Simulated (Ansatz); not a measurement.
Isolated molecules relaxed with PBE0-D4/def2-TZVP in Ansatz; ΔE leaves out vibrations. CBS: MP2 limit from def2 TZ/QZ plus the TZ coupled-cluster correction, frozen cores. This one scheme is used for every species. DFT in def2-TZVPP. For Br outer-core shells are correlated without core-valence functions, which leaves a few kJ/mol of doubt a bond. Scalar relativity is left out up to krypton. Each species was taken in one conformer, which may not be the lowest.

`COB(C)O` + HBr → `COB(O)Br` + CH₄  (ligand exchange at a B–C bond)

| level | ΔE (eV) |
| --- | --- |
| r2SCAN-D4 | -0.83 |
| r2SCAN0 | -0.82 |
| MP2/def2-QZVPP | -0.87 |
| HF/CBS(def2) | -0.80 |

(1) What does CCSD(T)/CBS give? (Estimate.)

Largest T1 diagnostic among the species: 0.012.

Answers

(1) The calculation gave: -0.80 eV. The listed levels differ from it by -0.03, -0.02, -0.07, 0.00 eV.

Leaving LDA and LC-ωPBE aside and taking each functional with its dispersion term where it has one, the values, not all of them listed here, spread over 0.08 eV, from r2SCAN-D4 to CAM-B3LYP-D4. LDA lies +0.05 eV from PBE without D4. At CCSD(T), def2-SVP lies +0.05 eV from the extrapolated value and def2-TZVPP +0.02 eV.
